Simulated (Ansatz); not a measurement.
Reaction (ligand exchange at a Mo–O bond): `[OH][Mo](=[S])(=[S])[Cl]` + H–F → `[F][Mo](=[S])(=[S])[Cl]` + H₂O

Isolated molecules relaxed with PBE0-D4/def2-TZVP in Ansatz; ΔE leaves out vibrations. CCSD(T)/CBS is the MP2 limit (def2-TZVPP, def2-QZVPP) plus CCSD(T) − MP2 in def2-TZVPP, frozen cores. This one scheme is used for every species. DFT in def2-TZVPP. B3LYP here is the variant with VWN-RPA as its local correlation; programs differ in this. HSE06 is defined as in plane-wave codes. def2 core potentials past Kr. For Mo outer-core shells are correlated without core-valence functions, which leaves a few kJ/mol of doubt a bond. Each species was taken in one conformer, which may not be the lowest.

| level | ΔE (kJ/mol) | difference from CCSD(T)/CBS |
| --- | --- | --- |
| LDA (SPW92) | -14.0 | -1.0 |
| PBE-D4 | -18.7 | -5.7 |
| revPBE-D4 | -17.4 | -4.4 |
| BLYP-D4 | -20.4 | -7.4 |
| r2SCAN-D4 | -20.3 | -7.3 |
| B97M-V | -23.3 | -10.3 |
| B3LYP-D4 | -17.8 | -4.8 |
| r2SCANh-D4 | -18.5 | -5.5 |
| r2SCAN0-D4 | -16.1 | -3.1 |
| HSE06-D4 | -14.8 | -1.8 |
| CAM-B3LYP-D4 | -19.2 | -6.2 |
| ωB97X-V | -19.3 | -6.3 |
| ωB97M-V | -18.3 | -5.3 |
| B2PLYP | -18.3 | -5.3 |
| PBE-QIDH | -12.6 | 0.4 |
| PBE | -21.4 | -8.4 |
| revPBE | -23.6 | -10.6 |
| BLYP | -26.1 | -13.1 |
| r2SCAN | -21.0 | -8.0 |
| PBE0 | -17.4 | -4.4 |
| B3LYP | -22.3 | -9.3 |
| r2SCANh | -19.3 | -6.3 |
| r2SCAN0 | -17.0 | -4.0 |
| HSE06 | -17.2 | -4.2 |
| BHLYP | -19.7 | -6.7 |
| LC-ωPBE | -21.4 | -8.4 |
| RPA@PBE/def2-TZVPP | -14.9 | -1.9 |
| HF/def2-SVP | -17.9 | -4.9 |
| MP2/def2-SVP | -9.5 | 3.5 |
| CCSD/def2-SVP | -12.9 | 0.1 |
| CCSD(T)/def2-SVP | -12.1 | 0.9 |
| HF/def2-TZVPP | -19.3 | -6.3 |
| MP2/def2-TZVPP | -8.2 | 4.8 |
| SCS-MP2/def2-TZVPP | -12.5 | 0.5 |
| CCSD/def2-TZVPP | -12.6 | 0.4 |
| CCSD(T)/def2-TZVPP | -11.8 | 1.2 |
| HF/def2-QZVPP | -20.9 | -7.9 |
| MP2/def2-QZVPP | -9.4 | 3.6 |
| HF/CBS(def2) | -21.1 | -8.1 |
| CCSD/CBS(def2) | -13.8 | -0.8 |
| CCSD(T)/CBS | -13.0 | 0 |

What do rigid-rotor, harmonic-oscillator terms from PBE0-D4/def2-TZVP frequencies (298.15 K, 1 bar) make of the CCSD(T)/CBS value? (Estimate.)

Computed: ΔZPE = +2.3 kJ/mol, ΔH = -10.7 kJ/mol, ΔS = 9 J/(mol·K), ΔG = -13.4 kJ/mol.

Largest T1 diagnostic among the species: 0.024, so the coupled-cluster value is less sure than usual.

In def2-TZVPP, CCSD(T) changes the Hartree–Fock value by +7.5 kJ/mol (the triples alone add +0.9 kJ/mol) and MP2 by +11.1 kJ/mol. From PBE to PBE0 (25 % exact exchange), in def2-TZVPP and without D4, ΔE moves by +4.0 kJ/mol.
